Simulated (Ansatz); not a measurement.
```xyz
6

N    -1.710    1.876    0.594
C    -1.260    0.819    0.450
O    -0.789   -0.351    0.300
Ga    0.914   -0.698   -0.324
H     1.719    0.582   -0.649
H     1.126   -2.228   -0.370
```

Total charge 0; spin multiplicity 1.

List the r2SCAN/def2-TZVPP orbital energies in eV (Ansatz 0.2.0). (Estimate.)

Ansatz gave: Occupied: -10123.81, -1245.98, -1102.43, -1102.33, -1102.29, -517.76, -384.51, -274.98, -149.59, -102.57, -102.30, -102.18, -28.88, -23.08, -22.14, -22.05, -21.95, -21.92, -21.85, -15.43, -12.31, -11.37, -10.98, -9.12, -8.59, -7.26, -7.14. Lowest empty: -2.91, -1.12, -0.38, 1.56, 1.78, 2.52, 3.10, 3.80.
